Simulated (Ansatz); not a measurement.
`C[Se][SnH3]` + NH₃ → `[NH2][SnH3]` + `C[SeH]`  (ligand exchange at the Sn–Se bond)

Isolated molecules relaxed with PBE0-D4/def2-TZVP in Ansatz; ΔE leaves out vibrations. CBS: MP2 limit from def2 TZ/QZ plus the TZ coupled-cluster correction, frozen cores. This one scheme is used for every species. Functionals use def2-TZVPP. Elements past krypton have def2 core potentials. For Se, Sn outer-core shells are correlated without core-valence functions, which leaves a few kJ/mol of doubt a bond. Scalar relativity is left out up to krypton.

CCSD(T)/CBS gives +0.93 eV.

Problem. Another level gave +0.83 eV. Which?
A. RPA@PBE/def2-TZVPP
B. CCSD(T)/def2-TZVPP
C. BHLYP-D4/def2-TZVPP
D. LDA (SPW92)/def2-TZVPP

Solution. B. CCSD(T)/def2-TZVPP 0.83, LDA (SPW92) 0.88, BHLYP-D4 0.94, RPA@PBE/def2-TZVPP 0.77 eV.

Largest T1 diagnostic among the species: 0.013.

From BLYP to BHLYP (50 % exact exchange), in def2-TZVPP and without D4, ΔE moves by +0.05 eV. Leaving LDA and LC-ωPBE aside and taking each functional with its dispersion term where it has one, the values, not all of them listed here, spread over 0.12 eV, from B97M-V to HSE06-D4.
